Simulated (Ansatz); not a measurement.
Ideal-gas functions of `[CH3][Ge]([F])([F])[C]#N` at 400 K and 1 bar, from an Ansatz frequency run at PBE0-D4/def2-TZVP.

Molar mass 151.66 g/mol, point group Cs (symmetry number 1), electronic degeneracy 1, moments of inertia 153.77, 260.683, 269.535 u Å². Harmonic wavenumbers (cm⁻¹, unscaled): 97, 110, 123, 177, 216, 238, 341, 351, 495, 642, 737, 743, 826, 826, 1280, 1445, 1445, 2344, 3076, 3176, 3178.

Use S(trans) = R[1.5 ln M + 2.5 ln T − 1.1517]; rotational temperatures θ = 24.2544 K / I; S(rot) = R[ln(√π/σ · √(T³/θAθBθC)) + 1.5]; for each mode x = 1.438777 ν̃/T, S = R[x/(eˣ − 1) − ln(1 − e⁻ˣ)] and H = RT x/(eˣ − 1); 1 cm⁻¹ = 0.0119627 kJ/mol; R = 8.31446 J/(mol·K).

Task: By hand: the entropy, in J/(mol·K).

Result: Translation 177.6. Rotation: θ = 0.1577, 0.093, 0.09 K, giving 119.5. Vibration, mode by mode: 17.11, 16.08, 15.16, 12.21, 10.62, 9.86, 7.12, 6.91, 4.54, 2.99, 2.28, 2.24, 1.77, 1.77, 0.47, 0.29, 0.29, 0.02, 0.00, 0.00, 0.00, in all 111.7. Electronic 0.0. Sum 408.8 J/(mol·K).

Task: By hand: H − E and G − E in kJ/mol, counted from the electronic energy.

Result: Zero-point energy ½ × 21866 × 0.0119627 = 130.8; thermal vibration 23.0; translation, rotation and pV give 4 RT = 13.3. H − E = 167.1 kJ/mol, and G − E = 167.1 − 400 × 408.8/1000 = 3.6 kJ/mol.

Vibration gives 27 % of the entropy, 48.4 J/(mol·K) of it from the modes under 150 cm⁻¹: soft modes count most, and the harmonic formula is weakest for them.
